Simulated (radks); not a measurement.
Nb V, configuration [Kr] 4d1. Calculated with a radial shooting solver on a logarithmic mesh with Libxc functionals: scalar-relativistic Kohn-Sham, SCAN, spin-unpolarised, spherical densities, finite nucleus; meta-GGA in the generalised Kohn-Sham scheme; Fermi nuclear charge, rms radius 4.324 fm.

Normalised radial functions P(r) = r R(r), r in bohr:

r,2p,3s,4d
0.003556,0.0265,0.2399,0.0000
0.00463,0.0426,0.2942,0.0001
0.006078,0.0693,0.3573,0.0001
0.007914,0.1107,0.4223,0.0002
0.01031,0.1752,0.4849,0.0005
0.01342,0.2739,0.5342,0.0011
0.01761,0.4267,0.5537,0.0023
0.02293,0.6413,0.5191,0.0046
0.02986,0.9353,0.4057,0.0093
0.0392,1.3246,0.1843,0.0185
0.05104,1.7654,-0.1326,0.0349
0.06646,2.2044,-0.5052,0.0633
0.08654,2.5346,-0.8281,0.1091
0.1136,2.6199,-0.9352,0.1785
0.1479,2.3586,-0.6620,0.2648
0.1926,1.7890,0.0124,0.3544
0.2508,1.0957,0.8771,0.4125
0.3292,0.4978,1.5578,0.3898
0.4286,0.1651,1.6740,0.2469
0.5582,0.0358,1.2710,-0.0196
0.7268,0.0044,0.6862,-0.3618
0.954,0.0003,0.2456,-0.6845
1.242,0.0000,0.0585,-0.8501
1.617,0.0000,0.0082,-0.8069
2.123,0.0000,0.0005,-0.5892
2.765,0.0000,0.0000,-0.3272
3.6,0.0000,0.0000,-0.1284
4.687,0.0000,0.0000,-0.0321

2p: eigenvalue -2410.3 eV, 0 radial nodes, <r> = 0.138 bohr, 90 % of the charge inside 0.224 bohr. 3s: eigenvalue -494.48 eV, 2 radial nodes at r = 0.0461, 0.192 bohr, <r> = 0.442 bohr, 90 % of the charge inside 0.653 bohr. 4d: eigenvalue -42.835 eV, 1 radial node at r = 0.549 bohr, <r> = 1.59 bohr, 90 % of the charge inside 2.42 bohr.
